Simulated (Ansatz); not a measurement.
Stepwise reaction of `[OH][Al]([OH])[SH]` with hydrogen, as a gas-phase model of exchange steps in deposition or etching. ΔE in kJ/mol.

Calculated with Ansatz (gas phase, PBE0-D4/def2-TZVP geometries, no zero-point term in ΔE). CBS: MP2 limit from def2 TZ/QZ plus the TZ coupled-cluster correction, frozen cores. This one scheme is used for every species. Functionals use def2-TZVPP. B3LYP here is the variant with VWN-RPA as its local correlation; programs differ in this. One conformer a species, not always the lowest.

```csv
step,reaction,PBE-D4,B3LYP-D4,ωB97M-V,CCSD(T)/CBS
1,`[OH][Al]([OH])[SH]` + H₂ → `[OH][AlH][SH]` + H₂O,106.5,114.0,111.7,112.0
```

Task: Give the row of step 2, `[OH][AlH][SH]` + H₂ → `[AlH2][SH]` + H₂O. (Best estimate.)

Result: The calculation gave: 
| step | reaction | PBE-D4 | B3LYP-D4 | ωB97M-V | CCSD(T)/CBS |
| --- | --- | --- | --- | --- | --- |
| 2 | `[OH][AlH][SH]` + H₂ → `[AlH2][SH]` + H₂O | 112.8 | 118.8 | 117.1 | 116.4 |

Task: By hand: ΔE of the 2 steps together at CCSD(T)/CBS.

Result: (112.0) + (116.4) = 228.4 kJ/mol, or 114.2 kJ/mol a step.

In ΔE the steps differ by no more than 4.4 kJ/mol. All are uphill at CCSD(T)/CBS. PBE-D4 differs from CCSD(T)/CBS by -5.5 to -3.6 kJ/mol a step. Isolated molecules leave out the surface, adducts and barriers. Largest T1 diagnostic: 0.012.
